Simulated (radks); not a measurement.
All-electron atom: Cs+ in [Xe].

Method: scalar-relativistic Kohn-Sham, PBE, spin-polarised, spherical densities, finite nucleus; Fermi nuclear charge, rms radius 4.8041 fm; hard spherical wall at 2 bohr; computed with a radial shooting solver on a logarithmic mesh with Libxc functionals.

Energy parts (eV):
total: -211457.01
kinetic: 224893.63
electron-nucleus: -516629.30
Hartree: 85602.65
exchange-correlation: -5323.98

Orbitals (lengths in bohr, moments of r in powers of bohr; r(max) is where P^2 peaks):
orbital  occ.  eigenvalue (eV)      <r^2>   r(max)      <r>
1s          2        -35727.59  0.0009252  0.01678  0.02611
2s          2        -5551.205    0.01484  0.09490   0.1122
2p          6        -4972.726    0.01178  0.07621  0.09824
3s          2        -1108.155     0.1025   0.2727   0.2995
3p          6        -922.1053     0.1027   0.2669   0.2976
3d         10        -648.6666    0.08899   0.2208   0.2744
4s          2        -171.3829     0.5630   0.6477   0.7060
4p          6        -113.1015     0.6470   0.6807   0.7546
4d         10         -28.2381     0.8188   0.7374   0.8462
5s          2          36.0659      1.670    1.349    1.234
4f          0          62.1035      1.106   0.9047   0.9911
5p          6          62.7250      1.699    1.396    1.238
5d          0         108.3569      1.661    1.457    1.205
6s          0         244.9711      1.658    1.650    1.192

The highest occupied level is 5p at 62.725 eV. The configuration is held as typed, so some empty levels lie below it. The density falls to 0.001 e/bohr^3 at r = 1.97 bohr.
